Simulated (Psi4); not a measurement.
bromine atom (Br), doublet; R2SCAN/def2-SVP run with Psi4.

Psi4 was given this input:
```
memory 2 GB

molecule {
0 2
Br    0.00000000    0.00000000    0.00000000
}

set {
  basis def2-svp
  reference uks
  cholesky_tolerance 1e-6
  scf_type cd
}

energy('r2scan')
print_variables()
```

Output, abridged:

```
   => Loading Basis Set <=

    Name: DEF2-SVP
    Role: ORBITAL
    Keyword: BASIS

         ---------------------------------------------------------
                                   SCF
               by Justin Turney, Rob Parrish, Andy Simmonett
                          and Daniel G. A. Smith
                              UKS Reference
         ---------------------------------------------------------

  ==> Geometry <==

    Molecular point group: d2h
    Geometry (in Angstrom), charge = 0, multiplicity = 2:

       Center              X                  Y                   Z               Mass
    ------------   -----------------  -----------------  -----------------  -----------------
         BR           0.000000000000     0.000000000000     0.000000000000    78.918337600000

  Running in d2h symmetry.

  Rotational constants: A = ************  B = ************  C = ************ [cm^-1]
  Rotational constants: A = ************  B = ************  C = ************ [MHz]
  Nuclear repulsion =    0.000000000000000

  Charge       = 0
  Multiplicity = 2
  Electrons    = 35
  Nalpha       = 18
  Nbeta        = 17

  ==> Algorithm <==

  SCF Algorithm Type is CD.
  DIIS enabled.
  MOM disabled.
  Fractional occupation disabled.
  Guess Type is CORE.
  Energy threshold   = 1.00e-06
  Density threshold  = 1.00e-06
  Integral threshold = 1.00e-12

  ==> Primary Basis <==

  Basis Set: DEF2-SVP
    Blend: DEF2-SVP
    Number of shells: 12
    Number of basis functions: 32
    Number of Cartesian functions: 35
    Spherical Harmonics?: true
    Max angular momentum: 2

  ==> DFT Potential <==

   => LibXC <=

    Version 7.1.2
    S. Lehtola, C. Steigemann, M. J. T. Oliveira, and M. A. L. Marques,  SoftwareX 7, 1–5 (2018) (10.1016/j.softx.2017.11.002)

   => Composite Functional: R2SCAN <=

    r2SCAN Meta-GGA XC Functional  (0.1021/acs.jpclett.0c02405)
    J. W. Furness, A. D. Kaplan, J. Ning, J. P. Perdew, J. Sun  J. Phys. Chem. Lett.  11, 8208–8215, 2020

    Deriv               =              1
    GGA                 =           TRUE
    Meta                =           TRUE

    Exchange Hybrid     =          FALSE
    MP2 Hybrid          =          FALSE

   => Exchange Functionals <=

    1.0000   XC_MGGA_X_R2SCAN

   => Correlation Functionals <=

    1.0000   XC_MGGA_C_R2SCAN

   => LibXC Density Thresholds  <==

    XC_MGGA_C_R2SCAN:  1.00E-15
    XC_MGGA_X_R2SCAN:  1.00E-11

   => Molecular Quadrature <=

    Radial Scheme          =       TREUTLER
    Pruning Scheme         =           NONE
    Nuclear Scheme         =       TREUTLER

    Blocking Scheme        =         OCTREE
    BS radius alpha        =              1
    Pruning alpha          =              1
    Radial Points          =             75
    Spherical Points       =            302
    Total Points           =          19480
    Total Blocks           =            205
    Max Points             =            252
    Max Functions          =             32
    Weights Tolerance      =       1.00E-15

  ==> Integral Setup <==

  ==> CDJK: Cholesky-decomposed J/K Matrices <==

    J tasked:                     Yes
    K tasked:                      No
    wK tasked:                     No
    Integrals threads:              1
    Algorithm:                   Core
    Integral Cache:              NONE
    Schwarz Cutoff:             1E-12
    Cholesky tolerance:      1.00E-06
    No. Cholesky vectors:         203

  Minimum eigenvalue in the overlap matrix is 1.1175666000E-01.
  Reciprocal condition number of the overlap matrix is 4.9467289925E-02.
    Using symmetric orthogonalization.

  ==> Pre-Iterations <==

  SCF Guess: Core (One-Electron) Hamiltonian.

   -------------------------------------------------------
    Irrep   Nso     Nmo     Nalpha   Nbeta   Ndocc  Nsocc
   -------------------------------------------------------
     Ag        11      11       6       6       6       0
     B1g        3       3       2       2       2       0
     B2g        3       3       2       2       2       0
     B3g        3       3       2       1       1       1
     Au         0       0       0       0       0       0
     B1u        4       4       2       2       2       0
     B2u        4       4       2       2       2       0
     B3u        4       4       2       2       2       0
   -------------------------------------------------------
    Total      32      32      18      17      17       1
   -------------------------------------------------------

  ==> Iterations <==

                        Total Energy        Delta E     RMS |[F,P]|

    Occupation by irrep:
             Ag   B1g   B2g   B3g    Au   B1u   B2u   B3u
    DOCC [     5,    1,    1,    1,    0,    3,    3,    3 ]
    SOCC [     1,    0,    0,    0,    0,    0,    0,    0 ]
    NA   [     6,    1,    1,    1,    0,    3,    3,    3 ]
    NB   [     5,    1,    1,    1,    0,    3,    3,    3 ]

   @UKS iter   1: -2538.09053520339694   -2.53809e+03   4.93287e-01 ADIIS
    Occupation by irrep:
             Ag   B1g   B2g   B3g    Au   B1u   B2u   B3u
    DOCC [     6,    1,    1,    1,    0,    3,    3,    2 ]
    SOCC [     0,    0,    0,    0,    0,    0,    0,    1 ]
    NA   [     6,    1,    1,    1,    0,    3,    3,    3 ]
    NB   [     6,    1,    1,    1,    0,    3,    3,    2 ]

   @UKS iter   2: -2510.44907952340873    2.76415e+01   1.36817e+00 ADIIS
   @UKS iter   3: -2573.65729038708514   -6.32082e+01   5.46871e-02 DIIS/ADIIS
   @UKS iter   4: -2573.75020111747835   -9.29107e-02   3.44037e-02 DIIS/ADIIS
   @UKS iter   5: -2573.78902065517923   -3.88195e-02   4.77411e-03 DIIS/ADIIS
   @UKS iter   6: -2573.78966355670991   -6.42902e-04   1.84183e-04 DIIS/ADIIS
   @UKS iter   7: -2573.78966685376599   -3.29706e-06   2.75213e-05 DIIS
   @UKS iter   8: -2573.78966699938746   -1.45621e-07   4.12327e-06 DIIS
   @UKS iter   9: -2573.78966700090768   -1.52022e-09   2.56063e-07 DIIS
  Energy and wave function converged.

  ==> Post-Iterations <==

   Electrons on quadrature grid:
      Nalpha   =   17.9999992511 ; deviation = -7.489e-07
      Nbeta    =   16.9999992511 ; deviation = -7.489e-07
      Ntotal   =   34.9999985023 ; deviation = -1.498e-06

   @Spin Contamination Metric:   2.566145862E-03
   @S^2 Expected:                7.500000000E-01
   @S^2 Observed:                7.525661459E-01
   @S   Expected:                5.000000000E-01
   @S   Observed:                5.000000000E-01

    Orbital Energies [Eh]
    ---------------------

    Alpha Occupied:

       1Ag  -482.190947     2Ag   -62.303859     1B3u  -56.104028
       1B1u  -56.096414     1B2u  -56.096414     3Ag    -8.660472
       2B3u   -6.476537     2B2u   -6.453735     2B1u   -6.453733
       4Ag    -2.572134     1B2g   -2.566385     1B1g   -2.566385
       5Ag    -2.549214     1B3g   -2.549214     6Ag    -0.753495
       3B3u   -0.348357     3B2u   -0.292508     3B1u   -0.292508

    Alpha Virtual:

       7Ag     0.270805     8Ag     0.442390     2B2g    0.455563
       2B1g    0.455563     2B3g    0.494383     9Ag     0.494383
       4B3u    0.562295     4B2u    0.599623     4B1u    0.599623
      10Ag     3.373815     3B1g    3.381699     3B2g    3.381700
       3B3g    3.409707    11Ag     3.409707

    Beta Occupied:

       1Ag  -482.187657     2Ag   -62.303293     1B3u  -56.098605
       1B1u  -56.095604     1B2u  -56.095604     3Ag    -8.657712
       2B3u   -6.469406     2B2u   -6.452107     2B1u   -6.452105
       4Ag    -2.563556     1B2g   -2.559735     1B1g   -2.559735
       5Ag    -2.548097     1B3g   -2.548097     6Ag    -0.704532
       3B2u   -0.277631     3B1u   -0.277631

    Beta Virtual:

       3B3u   -0.249490     7Ag     0.290096     8Ag     0.499436
       2B3g    0.499440     2B2g    0.500625     2B1g    0.500625
       9Ag     0.526580     4B2u    0.604941     4B1u    0.604942
       4B3u    0.613604    10Ag     3.388851     3B1g    3.401504
       3B2g    3.401504     3B3g    3.412478    11Ag     3.412479

    Final Occupation by Irrep:
             Ag   B1g   B2g   B3g    Au   B1u   B2u   B3u
    DOCC [     6,    1,    1,    1,    0,    3,    3,    2 ]
    SOCC [     0,    0,    0,    0,    0,    0,    0,    1 ]
    NA   [     6,    1,    1,    1,    0,    3,    3,    3 ]
    NB   [     6,    1,    1,    1,    0,    3,    3,    2 ]

  @UKS Final Energy: -2573.78966700090768

   => Energetics <=

    Nuclear Repulsion Energy =              0.0000000000000000
    One-Electron Energy =               -3581.1424146839431160
    Two-Electron Energy =                1098.6550426925728061
    DFT Exchange-Correlation Energy =     -91.3022950095371897
    Empirical Dispersion Energy =           0.0000000000000000
    VV10 Nonlocal Energy =                  0.0000000000000000
    Total Energy =                      -2573.7896670009076843

  UHF NO Occupations:
  HONO-2 :    3B1u 1.9999909
  HONO-1 :    6 Ag 1.9987440
  HONO-0 :    3B3u 1.0000000
  LUNO+0 :    7 Ag 0.0012560
  LUNO+1 :    4B1u 0.0000091
  LUNO+2 :    4B2u 0.0000091
  LUNO+3 :    2B2g 0.0000045

Computation Completed

Properties will be evaluated at   0.000000,   0.000000,   0.000000 [a0]

Properties computed using the SCF density matrix

 Multipole Moments:

 ------------------------------------------------------------------------------------
     Multipole            Electronic (a.u.)      Nuclear  (a.u.)        Total (a.u.)
 ------------------------------------------------------------------------------------

 L = 1.  Multiply by 2.5417464519 to convert [e a0] to [Debye]
 Dipole X            :          0.0000000            0.0000000            0.0000000
 Dipole Y            :          0.0000000            0.0000000            0.0000000
 Dipole Z            :          0.0000000            0.0000000            0.0000000
 Magnitude           :                                                    0.0000000

 ------------------------------------------------------------------------------------

  Variable Map:
  ----------------------------------------------------------------------------
  "CURRENT ENERGY"              =>   -2573.789667000908
  "CURRENT REFERENCE ENERGY"    =>   -2573.789667000908
  "DD SOLVATION ENERGY"         =>       0.000000000000
  "DFT FUNCTIONAL TOTAL ENERGY" =>   -2573.789667000908
  "DFT TOTAL ENERGY"            =>   -2573.789667000908
  "DFT VV10 ENERGY"             =>       0.000000000000
  "DFT XC ENERGY"               =>     -91.302295009537
  "GRID ELECTRONS ALPHA"        =>      17.999999251149
  "GRID ELECTRONS BETA"         =>      16.999999251149
  "GRID ELECTRONS TOTAL"        =>      34.999998502298
  "NUCLEAR REPULSION ENERGY"    =>       0.000000000000
  "ONE-ELECTRON ENERGY"         =>   -3581.142414683943
  "PCM POLARIZATION ENERGY"     =>       0.000000000000
  "PE ENERGY"                   =>       0.000000000000
  "SCF ITERATION ENERGY"        =>   -2573.789667000908
  "SCF ITERATIONS"              =>       9.000000000000
  "SCF TOTAL ENERGY"            =>   -2573.789667000908
  "TWO-ELECTRON ENERGY"         =>    1098.655042692573
  "XC GRID RADIAL POINTS"       =>      75.000000000000
  "XC GRID SPHERICAL POINTS"    =>     302.000000000000
  "XC GRID TOTAL POINTS"        =>   19480.000000000000

  Array Variable Map:
  ----------------------------------------------------------------------------
  "CURRENT DIPOLE"              =>       0.000000000000 ... 0.000000000000 1 by 3
  "SCF DIPOLE"                  =>       0.000000000000 ... 0.000000000000 1 by 3
  "SCF TOTAL ENERGIES"          =>   -2538.090535203397 ... -2573.789667000908 1 by 9
```
